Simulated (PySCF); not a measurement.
Input file for PySCF: R-MP2/6-31G* on C2H4 (SMILES C=C) with ghost functions, monomers drawn apart or pushed together.

```python
from pyscf import gto, scf, dft, mp
from pyscf.data.elements import chemcore

mol = gto.M(
    atom='''
    C     0.47710781    0.57553550    4.74825598
    C    -0.38160841   -0.43070457    4.85837932
    H     1.54086147    0.40590376    4.63364301
    H     0.15017582    1.60802193    4.77241187
    H    -1.44489650   -0.26093306    4.97701638
    H    -0.05424210   -1.46311605    4.83820441
    ghost-Cl   -0.44736345    0.01661880    0.25716943
    ghost-H   -0.30982662    0.03203966    1.54328828
    ''',
    basis='6-31g*',
    cart=True,
    charge=0, spin=0, verbose=3, max_memory=1800)
mf = scf.RHF(mol)
mf.conv_tol = 1e-8
mf.max_cycle = 100
mf.kernel()
if not mf.converged:
    mf = mf.newton().run(mf.mo_coeff, mf.mo_occ)
pt = mp.MP2(mf, frozen=chemcore(mol)).run()
```

Predict the final total energy.

-78.2857 hartree.
